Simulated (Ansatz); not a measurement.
Reaction (formal exchange of groups at a Cd–Cl bond): `C[CH2][Cd][Cl]` + `N=C1CC1F` → `C[CH2][Cd][F]` + `N=C1CC1Cl`

Program: Ansatz. Geometries: PBE0-D4/def2-TZVP. ΔE: electronic, gas phase. CCSD(T)/CBS is the MP2 limit (def2-TZVPP, def2-QZVPP) plus CCSD(T) − MP2 in def2-TZVPP, frozen cores. Functionals use def2-TZVPP. def2 core potentials past Kr. For Cd outer-core shells are correlated without core-valence functions, which leaves a few kJ/mol of doubt a bond. Each species was taken in one conformer, which may not be the lowest.

**Question.** Is it downhill or uphill in electronic energy at CCSD(T)/CBS, and by how much? (Estimate.)

**Answer.** The calculation gave: Uphill: ΔE = +48.9 kJ/mol.

**Question.** What do these levels give: PBE0-D4, r2SCANh-D4, ωB97M-V, revPBE, r2SCAN, r2SCANh, RPA@PBE/def2-TZVPP, MP2/def2-SVP, CCSD(T)/def2-SVP, SCS-MP2/def2-TZVPP, CCSD/def2-TZVPP, CCSD/CBS(def2)? (Estimate.)

**Answer.** The calculation gave: PBE0-D4 55.1, r2SCANh-D4 54.3, ωB97M-V 55.6, revPBE 45.1, r2SCAN 51.2, r2SCANh 54.7, RPA@PBE/def2-TZVPP 47.9, MP2/def2-SVP 57.8, CCSD(T)/def2-SVP 64.1, SCS-MP2/def2-TZVPP 47.4, CCSD/def2-TZVPP 56.4, CCSD/CBS(def2) 53.0 kJ/mol.

Largest T1 diagnostic among the species: 0.014.

From BLYP to BHLYP (50 % exact exchange), in def2-TZVPP and without D4, ΔE moves by +20.3 kJ/mol. At CCSD(T), def2-SVP lies +15.2 kJ/mol from the extrapolated value and def2-TZVPP +3.5 kJ/mol.
